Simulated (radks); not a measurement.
Results of a calculation; reference values are marked as such.
Problem. Ionisation of Ge, [Ar] 3d10 4s2 4p2, to Ge+, [Ar] 3d10 4s2 4p1, under several functionals. Scalar-relativistic Kohn-Sham, spin-unpolarised, spherical densities, finite nucleus; a radial shooting solver on a logarithmic mesh with Libxc functionals. Known Delta-SCF values: BLYP 7.364 eV; revPBE 7.391 eV. What does exchange-only LDA give, and what is its highest occupied eigenvalue?

Solution. 6.583 eV by Delta-SCF; the 4p eigenvalue is -3.091 eV. NIST: 7.899 eV (measured).

Beside tabulated values, note that spin-unpolarised runs miss the spin-polarisation part of the exchange energy of open shells.
